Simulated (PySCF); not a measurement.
C₃H₃, SMILES [CH][C][CH2+] (connectivity only; charge and spin as stated), charge +1, multiplicity 1.

Coordinates come from a B3LYP-D3(BJ)/def2-TZVP optimisation.

Level of theory: SMD-ωB97X/6-31G* in PySCF.

Solvation free energies are E(SMD) − E(gas) at the gas-phase geometry, for 1 M in both phases.

Problem. Estimate the solvation free energies in water, cyclohexanone, dichloromethane. (The exact figures need the calculation; the answer reports its results.)

Solution. 
| solvent | ΔG(solv) (kcal/mol) | its non-electrostatic (CDS) part |
|---|---|---|
| water | -65.9 | 4.2 |
| cyclohexanone | -64.8 | 1.7 |
| dichloromethane | -62.7 | 0.3 |
